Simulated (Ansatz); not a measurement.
Species: sum formula Si$_{2}$H$_{4}$F$_{2}$, net charge 0, singlet state. 
Geometry from a B3LYP-D3(BJ)/def2-TZVP (Ansatz, an electronic-structure program) optimisation:
```
Si
F 1 1.6139
H 1 1.4806 2 108.03
H 1 1.4806 3 109.32 2 117.33
Si 1 2.3571 3 111.84 4 124.42
F 5 1.6139 1 107.61 3 -61.50
H 5 1.4806 6 108.03 1 120.92
H 5 1.4806 7 109.32 6 -117.33
```
Charge 0, spin multiplicity 1.

Property: vertical triplet-singlet gap (E(triplet) - E(singlet); each state is the SCF solution reached for its spin), in kJ/mol. Cores are frozen in the correlated levels unless marked. Open shells are spin-unrestricted. Spin-orbit coupling is left out. No relativistic terms. Basis-set limits of correlation are two-point, X^-3; Hartree-Fock from the larger set. [CCSD(T)-MP2]/basis is that difference in the basis named.

```json
[
 {"level": "SVWN5/def2-TZVPD", "program": "Ansatz", "vertical triplet-singlet gap (kJ/mol)": "(withheld)"},
 {"level": "BHLYP/def2-TZVPD", "program": "Ansatz", "vertical triplet-singlet gap (kJ/mol)": "(withheld)"},
 {"level": "RI-MP2/CBS(aug-cc-pV(T+d)Z,aug-cc-pV(Q+d)Z)+[CCSD(T)-MP2]/aug-cc-pV(T+d)Z", "program": "Ansatz", "vertical triplet-singlet gap (kJ/mol)": "509.8"}
]
```

Q: What belongs in the gaps?

A: 
- SVWN5/def2-TZVPD, vertical triplet-singlet gap (kJ/mol): 436.3
- BHLYP/def2-TZVPD, vertical triplet-singlet gap (kJ/mol): 514.0
